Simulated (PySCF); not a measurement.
[YbSF]−: one run

[YbSF]− (singlet in the valence; each metal's 4f electrons, 14 of them, lie in its core potential, out of spins and levels). PySCF 2.14.0, RKS PBE0, Yb lcecp-0-TZVP with ECP60, S def2-TZVP, F def2-TZVP; non-relativistic Hamiltonian with scalar-relativistic core potentials where named; density fitting; no spin-orbit coupling. Purpose: basis and core treatment f-in-core-II/TZVP.

```python
mol = gto.M(atom='''
Yb    -0.19651     0.00000    -0.00548
S      2.26821     0.00000     0.70303
F     -2.27376     0.00000     0.54305''',
    basis={'Yb': 'lcecp-0-TZVP', 'S': 'def2-TZVP', 'F': 'def2-TZVP'},
    ecp={'Yb': 'lcecp-0-TZVP'},
    charge=-1, spin=0)
mf = dft.RKS(mol, xc='PBE0')
mf.grids.atom_grid = (75, 302)  # f atoms: unpruned, at least (60, 302)
mf = mf.density_fit()  # fitting sets: Yb AutoAux, S def2-universal-JKFIT, F def2-universal-JKFIT
mf.conv_tol = 1e-08; mf.max_cycle = 55
mf.kernel(dm0)  # dm0: free metal ions and neutral atoms
mf.nuc_grad_method().kernel()
```

Run from Python with OMP_NUM_THREADS=2; the lines above give its settings. Where DIIS fails, smearing, a level shift and second-order steps follow.
It took 5.7 s on 2 threads of Arm Neoverse V2, on a shared host.

The 4f levels lie in the core potential and are missing.

What are the Mulliken charges and spins?


| atom | charge (e) | spin (e) |
| --- | --- | --- |
| Yb1 | 0.709 | 0.000 |
| S2 | -1.003 | 0.000 |
| F3 | -0.706 | 0.000 |

What forces act on the atoms (eV/Å)?


```
Yb   0.30  0.00 -0.09
S   -0.03  0.00  0.00
F   -0.27  0.00  0.09
```
Forces carry noise of the integration grid, about 0.01 to 0.03 eV/Å.

The geometry was relaxed with PBE0 (Yb lcecp-0-SVP with ECP60, S def2-SVP, F def2-SVP).

An lcecp potential fixes the number of 4f electrons, so in runs with it no electron can move into or out of that shell.
